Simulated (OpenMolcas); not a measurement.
# Computed levels of Kr IV

```json
{
 "Program": "OpenMolcas 26.06",
 "Method": "CASSCF",
 "Basis": "ANO-RCC-VTZP [6s5p3d1f]",
 "Scalar Hamiltonian": "DKH2, point nucleus",
 "Active space": "5 electrons in 8 orbitals (4s 4p 5s 5p)",
 "State averaging": "2S+1 = 4 odd, 1 root; 2S+1 = 2 odd, 8 roots; 2S+1 = 4 even, 3 roots; 2S+1 = 2 even, 9 roots",
 "Spin-orbit coupling": "state interaction with AMFI integrals over the reference wave functions, term energies averaged over their components"
}
```

With spin-orbit coupling, above the lowest level:

```tsv
Configuration	Term	J	E (cm-1)	Measured (cm-1)	g	Term weight %
4s2 4p3	4S*	3/2	0.0	0.0	1.991	98
4s2 4p3	2D*	3/2	21257	17038	0.872	87
4s2 4p3	2D*	5/2	23019	18700	1.200	100
4s2 4p3	2P*	1/2	32441	31056	0.666	100
4s2 4p3	2P*	3/2	34613	33406	1.273	86
4s 4p4	4P	5/2	123938	118762	1.600	100
4s 4p4	4P	3/2	127208	122426	1.734	100
4s 4p4	4P	1/2	128804	124110	2.667	99
4s 4p4	2D	3/2	168718	145773	0.803	99
4s 4p4	2D	5/2	169422	146645	1.202	100
4s 4p4	2S	1/2	190887	173952	1.973	97
```

Against the 10 measured excited levels shown (Saloman, J. Phys. Chem. Ref. Data 36, 215 (2007)) the mean absolute deviation is 8800 cm-1; the largest miss in energy is 4s 4p4 2D 3/2: computed 168718, measured 145773 cm-1 (+15.7 %), and the largest in proportion 4s2 4p3 2D* 3/2 (+24.8 %).

Spin-orbit coupling puts the lowest level 510 cm-1 below the lowest spin-free term.

Active for correlation alone: 5p 5s; no level in the range computed is led by a configuration that fills them, so any true level of that kind is missing. Terms of s pⁿ other than that of highest spin mix with s² pⁿ⁻² d, which this space lacks; all of them can be thousands of cm-1 off, and some have no real level of that name. Measured partners are found by configuration, term and J. A level has none where our copy of the source lacks it or the pairing is in doubt (some pairs that miss far off the trend of their configuration count as doubtful), and it then counts in no deviation. Levels of configurations outside the active space are missing. The first state left out of the spin-orbit step lies near 250000 cm-1 above the lowest spin-free state of the reference (among the parities and spins computed), and the list stops at four fifths of that energy or lower.

The term weight is that of the spin-free term in the level, not the purity of its configuration. * marks odd parity.
